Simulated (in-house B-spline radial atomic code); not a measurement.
Levels of two electrons outside the [Ne] 3s2 3p6 core along the 20-electron series, above the ground level 3d2 J2; labels give the leading configuration and J, and a prime marks the next level of the same label. Computed with an all-electron radial atomic-structure program (B-spline basis): configuration interaction with many-body perturbation theory for the core, Breit and QED.

| ion | Z | first ionisation energy (eV) | excitation of 3d2 J4' (eV) | core correlation Breit and QED part of 3d2 J4' (eV) | excitation of 3d2 J3 (eV) | core correlation Breit and QED part of 3d2 J3 (eV) | excitation of 3d2 J0 (eV) | core correlation Breit and QED part of 3d2 J0 (eV) | excitation of 3d2 J0' (eV) | core correlation Breit and QED part of 3d2 J0' (eV) |
| --- | --- | --- | --- | --- | --- | --- | --- | --- | --- | --- |
| Br15+ | 35 | 530.9 | 7.9958 | -0.32386 | 1.1106 | -0.031637 | 5.313 | -0.40559 | 17.639 | -0.23754 |
| Kr16+ | 36 | ? | ? | ? | ? | ? | ? | ? | ? | ? |
| Rb17+ | 37 | 655.1 | 9.3049 | -0.36016 | 1.5878 | -0.043736 | 6.0186 | -0.43311 | 19.991 | -0.32697 |
| Sr18+ | 38 | 721.9 | 10.034 | -0.37923 | 1.8787 | -0.050663 | 6.3876 | -0.44453 | 21.253 | -0.37078 |
| Zr20+ | 40 | 864.6 | 11.675 | -0.41968 | 2.5818 | -0.066525 | 7.1581 | -0.46266 | 23.989 | -0.45705 |
| Nb21+ | 41 | 940.6 | 12.6 | -0.44124 | 3.0011 | -0.075572 | 7.559 | -0.46938 | 25.478 | -0.49963 |
| Mo22+ | 42 | 1019.6 | 13.606 | -0.46378 | 3.4705 | -0.085402 | 7.9697 | -0.47448 | 27.057 | -0.54173 |
| Tc23+ | 43 | 1101.8 | 14.702 | -0.48749 | 3.9936 | -0.096142 | 8.3897 | -0.47805 | 28.738 | -0.58369 |
| Ru24+ | 44 | 1187.0 | 15.898 | -0.51241 | 4.5746 | -0.10779 | 8.8183 | -0.48007 | 30.527 | -0.62543 |
| Rh25+ | 45 | 1275.3 | 17.203 | -0.53878 | 5.2173 | -0.12045 | 9.255 | -0.48053 | 32.433 | -0.667 |
| Pd26+ | 46 | ? | ? | ? | ? | ? | ? | ? | ? | ? |
| Ag27+ | 47 | 1461.3 | 20.185 | -0.59657 | 6.7044 | -0.14902 | 10.149 | -0.47684 | 36.637 | -0.74984 |
| Cd28+ | 48 | ? | ? | ? | ? | ? | ? | ? | ? | ? |
| In29+ | 49 | 1659.6 | 23.74 | -0.66287 | 8.4888 | -0.18242 | 11.066 | -0.467 | 41.424 | -0.83265 |

**Question.** Fill in the row of Kr16+.

**Answer.** first ionisation energy (eV): 591.5; excitation of 3d2 J4' (eV): 8.6274; core correlation Breit and QED part of 3d2 J4' (eV): -0.34171; excitation of 3d2 J3 (eV): 1.3328; core correlation Breit and QED part of 3d2 J3 (eV): -0.0374; excitation of 3d2 J0 (eV): 5.6604; core correlation Breit and QED part of 3d2 J0 (eV): -0.42014; excitation of 3d2 J0' (eV): 18.788; core correlation Breit and QED part of 3d2 J0' (eV): -0.28258.

**Question.** Fill in the row of Pd26+.

**Answer.** first ionisation energy (eV): 1366.8; excitation of 3d2 J4' (eV): 18.628; core correlation Breit and QED part of 3d2 J4' (eV): -0.56673; excitation of 3d2 J3 (eV): 5.9258; core correlation Breit and QED part of 3d2 J3 (eV): -0.13415; excitation of 3d2 J0 (eV): 9.6988; core correlation Breit and QED part of 3d2 J0 (eV): -0.47945; excitation of 3d2 J0' (eV): 34.467; core correlation Breit and QED part of 3d2 J0' (eV): -0.70841.

**Question.** Fill in the row of Cd28+.

**Answer.** first ionisation energy (eV): 1558.9; excitation of 3d2 J4' (eV): 21.885; core correlation Breit and QED part of 3d2 J4' (eV): -0.6285; excitation of 3d2 J3 (eV): 7.5572; core correlation Breit and QED part of 3d2 J3 (eV): -0.16507; excitation of 3d2 J0 (eV): 10.605; core correlation Breit and QED part of 3d2 J0 (eV): -0.47266; excitation of 3d2 J0' (eV): 38.952; core correlation Breit and QED part of 3d2 J0' (eV): -0.79114.
